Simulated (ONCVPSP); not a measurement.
## Configuration tests for fluorine (F) (ONCV)

fluorine (F), optimised norm-conserving Vanderbilt (ONCV), made with ONCVPSP 4.0.1 (LDA (Perdew-Wang 92), scalar-relativistic). Core [He], reference 2s2 2p3 (charge +2). Waves: 2s: rc 0.75 bohr, ncon 4, nbas 7, qcut 7.6 1/bohr, 3 projectors, debl 2.4 Ha; 2p: rc 1.10 bohr, ncon 4, nbas 7, qcut 13.6 1/bohr, 2 projectors, debl 3.9 Ha. Local part: polynomial inside 0.55 bohr (lpopt 5, dvloc0 1 Ha). Core correction: Teter function, fcfact 1.75, rcfact 1.3.

In the s channel the program set the typed energies aside and used -2.485, 0.250, 2.650 Ha.

Energies are relative to the spin-unpolarised reference configuration 2s2 2p3; without spin polarisation the order of configurations can differ from experiment.

(1) Give the all-electron excitation energy and the error of the potential for: 2s2 2p5; 2s2 2p4; 2s2 2p2; 2s1 2p6.

Levels in the configuration 2s1 2p6:

```csv
level,all-electron (eV),pseudo (eV)
2s,-30.133,-30.046
2p,-11.703,-11.736
```

Note: ghosts flagged at negative energy: s at -1261.0 eV; no localised positive-energy state flagged. A true bound ghost makes a file unfit for plane-wave use.

Results:

(1)

```json
{"valence configuration": "2s2 2p5", "charge": "0", "ΔE all-electron (eV)": "-58.076", "error AE − PS (meV)": "+72"}
{"valence configuration": "2s2 2p4", "charge": "+1", "ΔE all-electron (eV)": "-38.518", "error AE − PS (meV)": "+31"}
{"valence configuration": "2s2 2p2", "charge": "+3", "ΔE all-electron (eV)": "60.740", "error AE − PS (meV)": "+69"}
{"valence configuration": "2s1 2p6", "charge": "0", "ΔE all-electron (eV)": "-39.684", "error AE − PS (meV)": "+170"}
```
